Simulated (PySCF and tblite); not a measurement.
Results of a calculation; reference values are marked as such.
System: C₅H₂N₂O₂, numbered as in [N:1]#[C:2][C:3](=[O:4])/[CH:5]=[C:6](/[OH:7])[C:8]#[N:9].

Motion: rotation about the C6–O7 bond (torsion C5–C6–O7–H from -180° to 0°, rising). GFN2-xTB gives an electronic barrier of 8.2 kcal/mol and a reaction energy of 0.0 kcal/mol.

PBE0/pcSseg-1 + D3(BJ) on GFN2-xTB geometries gives 7.2 kcal/mol and k(298 K) = 3.2×10⁸ s⁻¹.

Q: What does PBE0/def2-SVP + D3(BJ) give on GFN2-xTB geometries?

A: A barrier of 7.7 kcal/mol, 0.5 above the first DFT barrier (from unrounded values), a reaction energy of 0.9 kcal/mol and, with GFN2-xTB thermal terms, ΔG‡(298 K) = 6.8 kcal/mol and k = 1.3×10⁸ s⁻¹ (2 equivalent paths).

Programs: tblite and PySCF.
